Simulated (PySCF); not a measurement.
Vertical excitations of a molecule C3H4ClFSi from TDDFT-PBE/def2-SVPD (PySCF), as energy in eV (oscillator strength): 5.24 (0.001), 5.72 (0.010), 5.78 (0.001), 6.03 (0.016), 6.10 (0.029), 6.15 (0.036), 6.51 (0.001), 6.58 (0.001), 6.65 (0.023), 6.98 (0.120). Lowest triplet (TDA): 4.63 eV. Geometry: PBE-D3(BJ)/def2-SVP. The values are those of a single conformer.

Question: Which molecule gave these data?
A) FC1=C[Si@H](Cl)C1
B) F[Si@H]1CC=C1Cl
C) CC#C[Si@@H](F)Cl
D) C#C[Si@H](Cl)CF

Answer: D, C#C[Si@H](Cl)CF
